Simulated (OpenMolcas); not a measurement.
Pd2+ with 4 ligands (chloride) in tetrahedral coordination (Td). A charge of +0.5 e stands 2.6 Å behind each ligand. Ligand basis ANO-RCC-VDZP.

```yaml
Program: OpenMolcas 26.06
Method: "SS-CASPT2, IPEA 0.25 Eh, imaginary shift 0.1 Eh (closed shells correlated: 4s 4p and the ligand valence shells)"
Basis: ANO-RCC-VDZP [6s5p3d1f]
Scalar_Hamiltonian: DKH2, point nucleus
Active_space: 8 electrons in 5 orbitals (4d)
State_averaging: 2S+1 = 3 even, 10 roots; 2S+1 = 1 even, 15 roots
Spin-orbit_coupling: RASSI with atomic mean-field integrals over the reference wave functions
```

All ligands move together. At R = 2.4 Å the first state of the same spin is 5090 cm-1, and at R = 2.47 Å it is 4790 cm-1.

Problem. A third run gives 6280 cm-1. What distance was it run at?

Solution. With a power law R^-n the two known points give n = -ln(4790 / 5090) / ln(2.47 / 2.4) = 2.11. Then R = 2.4 × (5090 / 6280)^(1/2.11) = 2.173 Å. The run was at 2.3 Å, so the estimate is off by -0.127 Å.

Roots that are degenerate in the reference are averaged as groups; the widest CASPT2 spread within a group is 1000 cm-1 (the 3-fold group of multiplicity 1 near 15300 cm-1 above the lowest state of its run, R = 2.4). Shifts and gaps below about the spread of the groups concerned are not significant. Over all roots computed the reference weight is 0.69 to 0.73 in R = 2.3, 0.70 to 0.73 in R = 2.4, 0.69 to 0.73 in R = 2.47; a low but even weight reflects the number of correlated electrons. An orbital triplet at a regular site is open to Jahn-Teller coupling, which can distort the site and quench the lowest spin-orbit gaps and is left out. Real 4d8 and 5d8 ions are as a rule square planar and diamagnetic. Ligand-to-metal charge-transfer states are missing. With no ligand orbital active B as a rule stays too high, so bands that hang on it stand too high and its fall with covalency is understated. With one d shell and no ligand orbital active, 10Dq can be off by a tenth or more. The least metal-like active orbital is 83 % on the metal (Löwdin) and no ligand orbital is active, so the numbers are rough (holds for R = 2.3). No measured value stands beside these numbers; the geometry is a model, was not optimised and need not be the one that this ion takes.
